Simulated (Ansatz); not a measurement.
Frontier orbitals of `C[O+]1[In@H-]([F])[O+](C)[In@@H-]1[F]`.

The species carries charge 0 and has multiplicity 1. Correlated methods include outer-core shells of In, which these sets cover unevenly. In takes the def2 core potential. The structure was optimised at the PBE0-D4/def2-TZVP level. Basis def2-TZVPP, Ansatz.

Orbital energies of one run (eV). Highest occupied ones, from the top: -9.89, -10.22, -10.33, -10.55, -11.08, -11.48, -11.56, -11.60, -11.71, -11.81, -12.92, -13.21, -13.80, -14.38. Empty: -0.11, 0.01, 0.59, 0.63, 0.88, 1.30.

Task: Which functional gave them?
A. CAM-B3LYP
B. revPBE
C. LC-ωPBE
D. ωB97M-V

Result: A. HOMO energies: CAM-B3LYP -9.89, revPBE -6.73, ωB97M-V -10.85, LC-ωPBE -11.24 eV.

LC-ωPBE has ω = 0.4 bohr⁻¹.
